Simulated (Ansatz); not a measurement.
Ge10H14, a cluster with a defect cut from the lattice of germanium (two caps of one atom removed), relaxed as a singlet with RKS PBE-D4/def2-SVP in Ansatz, starting from the GFN2-xTB geometry. Force threshold 0.03 eV/Å.

Start:

Cartesian coordinates in Å:
```
Ge 2.479 -0.890 -0.637
Ge 0.756 1.696 1.818
Ge 0.108 1.723 -2.092
Ge -1.047 -2.352 -2.529
Ge -2.660 0.487 0.209
Ge -0.287 -2.124 1.659
Ge 1.777 1.413 -0.362
Ge 0.555 -2.409 -0.625
Ge -1.088 0.135 2.019
Ge -1.631 -0.002 -1.962
H 3.529 -1.306 0.381
H 3.255 -1.031 -1.944
H 1.770 1.507 2.935
H 0.301 3.130 2.040
H 0.785 1.690 -3.459
H -0.488 3.124 -2.087
H -3.286 1.872 0.236
H -3.883 -0.399 0.423
H 0.741 -2.554 2.693
H -1.418 -3.111 1.932
H 2.955 2.378 -0.549
H 1.247 -3.792 -0.537
H -1.776 0.267 3.384
H -2.693 0.549 -2.946
```

| step | energy (eV) | largest force component (eV/Å) | SCF passes |
| --- | --- | --- | --- |
| 1 | -565258.4971 | 0.571 | 19 |
| 2 | -565258.7344 | 0.300 | 19 |
| 3 | -565258.8044 | 0.098 | 19 |
| 4 | -565258.8071 | 0.027 | 21 |

Force components are those of the run's own axes.

End:

Cartesian coordinates in Å:
```
Ge 2.546 -0.903 -0.650
Ge 0.753 1.690 1.812
Ge 0.117 1.773 -2.138
Ge -1.005 -2.263 -2.435
Ge -2.724 0.504 0.224
Ge -0.295 -2.171 1.710
Ge 1.781 1.402 -0.387
Ge 0.627 -2.448 -0.560
Ge -1.106 0.114 2.013
Ge -1.678 0.091 -1.969
H 3.554 -1.301 0.471
H 3.280 -1.053 -2.017
H 1.802 1.423 2.932
H 0.236 3.150 1.975
H 0.804 1.672 -3.533
H -0.521 3.191 -2.028
H -3.263 1.967 0.249
H -3.943 -0.449 0.414
H 0.818 -2.523 2.743
H -1.472 -3.169 1.926
H 2.977 2.389 -0.567
H 1.261 -3.883 -0.568
H -1.799 0.258 3.404
H -2.752 0.538 -3.022
```

By distances, no bond broke or formed. The bond that changes most is Ge6–H19, from 1.52 to 1.56 Å (atoms count from 1).

No frequencies were taken in this run, so the end may be a saddle point.

It took 11 s on 4 threads of AMD EPYC 7R13 on a shared host and a share (37 GiB) of an NVIDIA H100 80GB HBM3, peak host memory 1.1 GiB.
